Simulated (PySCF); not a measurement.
Compound: C6H15BN2.
Numbering: `[H]/[N:9]=[CH:8]/[C@H:7]1[N+:2]([CH3:1])([CH3:3])[BH2-:4][CH2:5][CH2:6]1` (hydrogens: H10, H11, H12 on C1; H13, H14, H15 on C3; H16, H17 on B4; H18, H19 on C5; H20, H21 on C6; H22 on C7; H23 on C8; H24 on N9)

Cartesian coordinates in Å at the PBE0-D3(BJ)/def2-SVP level; atoms count from 1:
```xyz
24
C6H15BN2 angstrom
C      0.8005   -1.6535   -0.5370
N      0.3963   -0.4372    0.1785
C      0.2924   -0.7204    1.6190
B     -1.0432    0.1560   -0.3828
C     -0.9482    1.6975    0.1256
C      0.5591    1.9771    0.3080
C      1.3151    0.7139   -0.1110
C      2.6735    0.5620    0.5161
N      3.6601    0.1334   -0.1545
H      1.7856   -2.0050   -0.1945
H      0.8398   -1.4350   -1.6102
H      0.0419   -2.4276   -0.3634
H      0.0021    0.1898    2.1568
H      1.2441   -1.1025    2.0201
H     -0.4937   -1.4704    1.7664
H     -1.9266   -0.5584    0.0794
H     -0.9531    0.0506   -1.6039
H     -1.4839    1.8874    1.0701
H     -1.3877    2.3816   -0.6153
H      0.8082    2.2264    1.3546
H      0.9272    2.8234   -0.2918
H      1.4520    0.6935   -1.2011
H      2.7469    0.8598    1.5815
H      4.5040    0.1033    0.4264
```

Level of theory: TDDFT CAM-B3LYP/def2-SVPD, vertical, gas phase, core orbitals frozen in the response in PySCF 2.14.0, density-fitted response routines.

Transition dipole moments from the ground state, in atomic units and in the frame of the coordinates above (overall signs are arbitrary), for the states with f of 0.002 or more among the lowest 8:

```
state  E (eV)      μx      μy      μz
   S1   5.127  -0.040  -0.128   0.040
   S3   6.731   0.175  -0.028   0.055
   S4   7.390  -0.315   0.027   0.054
   S5   7.394   0.021   0.143  -0.311
   S6   7.521   0.337   0.123  -0.052
   S7   7.607  -0.402  -0.013   0.005
   S8   7.801  -0.929   0.122   0.136
```

Task: Work out the oscillator strengths.

Result: f = (2/3) ΔE |μ|² with ΔE in hartree (27.2114 eV).

| state | \|μ\|² (au) | \|μ\| (D) | f |
| --- | --- | --- | --- |
| S1 | 0.019 | 0.35 | 0.002 |
| S3 | 0.034 | 0.47 | 0.006 |
| S4 | 0.103 | 0.82 | 0.019 |
| S5 | 0.118 | 0.87 | 0.021 |
| S6 | 0.131 | 0.92 | 0.024 |
| S7 | 0.162 | 1.02 | 0.030 |
| S8 | 0.896 | 2.41 | 0.171 |

Task: What angle do the transition dipoles of S6 and S7 make?

Result: |cos θ| = |μa·μb| / (|μa| |μb|) = 0.94, so θ ≈ 20° (taken between 0 and 90°, since the signs are arbitrary).

Task: What peak molar absorption coefficient would the strongest computed level give as a lone Gaussian band 0.3 eV wide at half height?

Result: ε(max) = 2.175×10⁸ f / FWHM, with the width in cm⁻¹. S8: 2.175×10⁸ × 0.1713 / 2420 ≈ 15000 L mol⁻¹ cm⁻¹.

The vertical ionisation energy (ΔSCF) is 9.56 eV, 1.76 eV above S8.

One conformer stands for the species.
